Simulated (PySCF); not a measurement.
C2H2Cl2, SMILES Cl/C=C\Cl. Atoms are numbered in the order given.

```xyz
6

Cl     0.0000     1.6263    -0.4544
C      0.0000     0.6663     0.9695
C      0.0000    -0.6663     0.9695
Cl     0.0000    -1.6263    -0.4544
H      0.0000     1.2258     1.9077
H      0.0000    -1.2258     1.9077
```

Coordinates come from a ωB97X-D3(BJ)/def2-SVP optimisation.

Calculation: TDA-LC-ωPBE/def2-SVPD in PySCF.

Vertical excitations. Gas-phase values at a fixed geometry. State labels are in the subgroup C2v.

Computed lowest excited states:
```
state  symmetry  energy (eV)  λ (nm)      f                                                                 main pairs
-----  --------  -----------  ------  -----  -------------------------------------------------------------------------
S1           B1         6.62     187  0.000                                         HOMO→LUMO+1 74 %, HOMO→LUMO+6 13 %
S2           B2         7.10     175  0.463                                                             HOMO→LUMO 93 %
S3           B1         7.68     161  0.000                                                           HOMO−1→LUMO 97 %
S4           A2         7.80     159  0.000                                                           HOMO−2→LUMO 97 %
S5           B1         7.85     158  0.000                                                           HOMO→LUMO+2 88 %
S6           A2         7.98     155  0.000  HOMO→LUMO+4 52 %, HOMO−3→LUMO+1 14 %, HOMO→LUMO+3 12 %, HOMO→LUMO+11 11 %
S7           B2         8.23     151  0.003                                                         HOMO−1→LUMO+1 66 %
S8           A1         8.43     147  0.005                                     HOMO−2→LUMO+1 58 %, HOMO−1→LUMO+4 10 %
S9           A2         8.85     140  0.000                                         HOMO→LUMO+3 56 %, HOMO→LUMO+4 28 %
S10          B1         8.86     140  0.039                                         HOMO→LUMO+6 46 %, HOMO→LUMO+7 40 %
T1           B2         3.86     321      0                                                             HOMO→LUMO 89 %
T2           B1         5.98     207      0                                         HOMO→LUMO+1 69 %, HOMO→LUMO+6 15 %
T3           A2         7.26     171      0  HOMO→LUMO+4 38 %, HOMO−3→LUMO+1 19 %, HOMO→LUMO+11 14 %, HOMO→LUMO+3 10 %
T4           B1         7.48     166      0                                                           HOMO−1→LUMO 95 %
```
Triplets are in the Tamm–Dancoff approximation.
